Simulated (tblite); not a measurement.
Input of a run (GFN2-xTB geometry optimisation, gas phase (tblite 0.8.0)), started from a force field or distance geometry:
```
{"job": {"kind": "relax", "xc": "GFN2-xTB", "basis": "xTB"}, "charge": 0, "multiplicity": 1}
C     -2.118500     1.209000    -0.429000
C     -1.612400    -0.197900    -0.435900
O     -2.326300    -1.159700    -0.693900
C     -0.165500    -0.403700    -0.089400
C      0.301000    -1.726900    -0.075700
P      2.050200    -2.142800     0.319000
C      2.673600    -0.434500     0.629800
C      1.851000     0.677200     0.530100
N      0.530400     0.732600     0.199500
H     -2.034100     1.650100     0.572600
H     -1.593900     1.808400    -1.171100
H     -3.191700     1.202300    -0.694900
H     -0.362800    -2.551000    -0.315400
H      3.720000    -0.318300     0.905200
H      2.274700     1.663200     0.727100
```

Output (eV, eV/Å):
```
step      E/eV     max force
  0    -689.79676    3.067
  1    -690.06876    1.441
  2    -690.14310    1.310
  3    -690.18907    0.589
  4    -690.20820    0.364
  5    -690.21936    0.331
  6    -690.23214    0.306
  7    -690.23778    0.157
  8    -690.23956    0.078
  9    -690.24046    0.077
 10    -690.24175    0.092
 11    -690.24319    0.113
 12    -690.24439    0.091
 13    -690.24509    0.058
 14    -690.24554    0.045
 15    -690.24591    0.054
 16    -690.24619    0.052
 17    -690.24638    0.037
 18    -690.24653    0.031
 19    -690.24668    0.036
 20    -690.24683    0.035
 21    -690.24697    0.038
 22    -690.24710    0.043
 23    -690.24726    0.042
 24    -690.24747    0.035
 25    -690.24769    0.040
 26    -690.24786    0.029
 27    -690.24795    0.022
 28    -690.24799    0.016
 29    -690.24802    0.016
 30    -690.24803    0.012
 31    -690.24804    0.008
```

Task: Summarise the run.

Result: The energy falls by 43.5 kJ/mol over 31 L-BFGS steps, the largest force on an atom goes from 3.07 to 0.008 eV/Å, and the atoms move by 0.069 Å rms after alignment. Among the bonds, C5–P6 and P6–C7 change most and about equally (-0.108 to -0.107 Å). Bonds longer at the end by more than 0.005 Å: 0 of 15; shorter: 10. Among the angles that change most is H10–C1–H11, from 111.3° to 107.3°. The energy never rose by more than 1e-5 eV on the way. The first step brought 60 % of the lowering.

Task: What are the final bond lengths?

Result: C1–C2 1.499 Å, C2=O3 1.209 Å, C2–C4 1.503 Å, C4–C5 1.386 Å, C5–P6 1.734 Å, P6–C7 1.736 Å, C7–C8 1.383 Å, C8–N9 1.317 Å, C4–N9 1.329 Å, C1–H10 1.087 Å, C1–H11 1.087 Å, C1–H12 1.086 Å, C5–H13 1.083 Å, C7–H14 1.082 Å, C8–H15 1.086 Å. Numbering counts from 1 in the input's order; the species is `CC(=O)c1cpccn1`.

Hardware: one thread, Arm Neoverse V1 (aarch64), no GPU, shared host. Cost: 0.21 s wall.

Its GFN2-xTB frequencies are all real (lowest 28 cm⁻¹). One conformer, not necessarily the lowest.

Conformer computed: `[CH3:1][C:2](=[O:3])[c:4]1[cH:5][p:6][cH:7][cH:8][n:9]1`: C1–C2–C4–C5 180°.
